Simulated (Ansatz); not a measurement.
A series at Si: from `C#C[SiH](C#C)C#C`, ligands are replaced one by one, each step taking up H₂ and setting free `C#C`; n counts the steps. Ansatz, PBE0-D4/def2-TZVP geometries.

CBS adds triple-zeta CCSD(T) − MP2 to the MP2 limit, frozen cores; atoms without spin–orbit coupling. 

```json
{"n": "0", "molecule": "`C#C[SiH](C#C)C#C`", "atomization energy, CCSD(T)/CBS (kJ/mol)": "5097.8"}
{"n": "1", "molecule": "`C#C[SiH2]C#C`", "atomization energy, CCSD(T)/CBS (kJ/mol)": "?"}
{"n": "2", "molecule": "`C#C[SiH3]`", "atomization energy, CCSD(T)/CBS (kJ/mol)": "2606.9"}
{"n": "3", "molecule": "SiH₄", "atomization energy, CCSD(T)/CBS (kJ/mol)": "1362.7"}
```

Problem. By hand: fit a straight line y = ȳ + b (n − n̄) to the 3 given rows and predict n = 1.

Solution. n̄ = 1.667, ȳ = 3022.47; Σ(n − n̄)(y − ȳ) = -5810.43, Σ(n − n̄)² = 4.667, so b = -1245.00 kJ/mol a step. Prediction: 3022.47 + (-1245.00) × (-0.667) = 3852.9 kJ/mol.

Problem. By hand: compare with the computed value, 3852.0 kJ/mol, and give the steps along the whole series.

Solution. The line misses by -0.9 kJ/mol (computed minus predicted). Steps: -1245.8, -1245.1, -1244.2 kJ/mol.

The steps differ by at most 1.6 kJ/mol, 0.1 % of a mean step, so the ligands' effects nearly add and a line is close. The miss is 0.0 % of the series' range. The energies themselves are unsure by some kJ/mol a bond, though much of that is common to the series.
